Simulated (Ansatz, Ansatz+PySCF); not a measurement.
```xyz
3

H     0.0000    0.2585   -1.1292
S     0.0000   -0.5938   -0.0389
O     0.0000    0.3353    1.1680
```

Basis set: def2-SVP (spherical functions). Correlated methods keep 6 orbitals frozen. Correlation on ROHF uses semicanonical orbitals with singles. Charge 0, multiplicity 2.

Computed with Ansatz (development build ahead of 0.2.0); each method stands on the lowest determinant of its kind that the runs found.

Question: Give the atomization energy at this shape (free ground-state atoms in the same class of orbitals less the molecule, no zero-point energy) of doublet HSO by UHF-CCSD(T), ROHF-MP2, ROHF, UHF.

Answer:

```tsv
method	atomization energy
UHF-CCSD(T)	652.0 kJ/mol
ROHF-MP2	649.2 kJ/mol
ROHF	361.0 kJ/mol
UHF	358.9 kJ/mol
```
